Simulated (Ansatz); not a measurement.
Gas-phase reaction in SMILES: FB(F)[SiH3] → FB(F)[SiH2-] + H+
Each molecule is optimised on its own at B3LYP-D3(BJ)/def2-TZVP (Ansatz, a quantum-chemistry and plane-wave program), one conformer each, not searched for the lowest.
Geometry of the first species:
SMILES: FB(F)[SiH3]
```xyz
7

F      1.3008     1.1169    -0.1169
B      0.5869     0.0083     0.0016
F      1.2739    -1.1170     0.1334
Si    -1.4476     0.0010    -0.0095
H     -1.9247    -0.8963    -1.0885
H     -1.9832     1.3635    -0.2245
H     -1.9336    -0.5219     1.2898
```
Charge 0, spin multiplicity 1.

Quantity: gas-phase deprotonation energy (electronic energy difference), in kcal/mol. Cores are frozen in the correlated levels unless marked. Spin-orbit coupling is left out. Non-relativistic. Anions need diffuse functions: aug- sets have them; def2-D sets add few; the other sets have none. CBS marks a two-point X^-3 extrapolation of the correlation energy; Hartree-Fock from the larger set.

| level | program | gas-phase deprotonation energy (kcal/mol) |
|---|---|---|
| PBE0/def2-SVP | Ansatz | 365.4 |
| r2SCAN0-D4/def2-TZVPD | Ansatz + dftd4 | 362.6 |
| SCS-MP2/aug-cc-pV(Q+d)Z | Ansatz | 366.2 |
| CCSD/aug-cc-pV(D+d)Z | Ansatz | 361.2 |
| CCSD(T)/cc-pV(T+d)Z | Ansatz | 366.4 |
| CCSD(T)/cc-pVTZ | Ansatz | 365.9 |
| CCSD(T)/CBS(aug-cc-pV(T+d)Z,aug-cc-pV(Q+d)Z) | Ansatz | 362.7 |
